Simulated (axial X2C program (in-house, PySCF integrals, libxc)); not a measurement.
# Low determinants of CaH at the PBE0 level, 2c

All values were computed with an in-house all-electron X2C program for linear molecules (integrals from PySCF). Two-component (2c) means X2C with spin–orbit coupling and atomic mean-field two-electron Coulomb and Gaunt terms. Basis: Ca dyall-cv3z [11s12p6d4f], H dyall-v3z [6s2p1d] (cores contracted in-house); Gaussian nuclei, density fitting, unrestricted open shells. Masses: Ca 39.963 u, H 1.008 u.

Search at 2.030 Å (vertical energies from the lowest determinant):

```tsv
ΔE (eV)	state	electrons beyond evenly filled partner blocks	electrons in ±ω = 1/2, 3/2, 5/2, 7/2
0.00	Ω = 1/2	ω = 1/2	17 4 0 0
1.70	Ω = 3/2	ω = 3/2	16 5 0 0
2.37	Ω = 5/2	ω = 5/2	16 4 1 0
4.02	Ω = 5/2	2 × ω = 1/2, ω = 3/2	16 5 0 0
4.36	Ω = 3/2	3 × ω = 1/2	17 4 0 0
4.51	Ω = 1/2	2 × ω = -1/2, ω = 3/2	16 5 0 0
4.79	Ω = 7/2	2 × ω = 1/2, ω = 5/2	16 4 1 0
```

Lowest determinant, Ω = 1/2 (⟨Sz⟩ = 0.50, ⟨Lz⟩ = 0.00 at PBE0): Re = 1.986 Å, ωe = 1305.5 cm⁻¹.

The determinant in row 2 of the search, Ω = 3/2 (⟨Sz⟩ = 0.50, ⟨Lz⟩ = 1.00 at PBE0), was followed along the bond at PBE0; measured from the minimum of the lowest determinant it gives:

Te = 1.693 eV (13656 cm⁻¹), Re = 1.973 Å, ωe = 1316.9 cm⁻¹.

Problem. Compare the bond of the determinant in row 2 with that of the lowest one.

Solution. At PBE0 its Re is 0.013 Å shorter and its force constant, which goes as ωe², is 1.02 times that of the lowest determinant. T0 ≈ Te + Δωe/2 = 13656 + (6) = 13662 cm⁻¹.

The search compares states at one distance, so a state with another bond length can lie lower; it is not exhaustive and yields mostly the lowest determinant of each block pattern, so other components and higher states of one pattern are missing. These are energies of single determinants, not of spin-adapted states; PBE0 term energies can be off by some tenths of an eV, and the functional has no current term.
